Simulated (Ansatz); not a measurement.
Name a neutral molecule of C, Cl, N, Si and H with LUMO energy (ωB97M-V/def2-TZVPP) between 1.15 and 1.45 eV and LUMO energy (PBE/def2-TZVPP) between -1.25 and -0.95 eV (Ansatz, PBE0-D4/def2-TZVP geometry).

`N[SiH]([SiH3])CCl` (1.43 eV, -1.06 eV); `C=C1N[SiH]1Cl` (1.45 eV, -1.15 eV); `Cl[SiH]1C[SiH2]N1` (1.40 eV, -1.03 eV). Other molecules can fit too; these were computed, each in one conformer that needn't be the lowest.
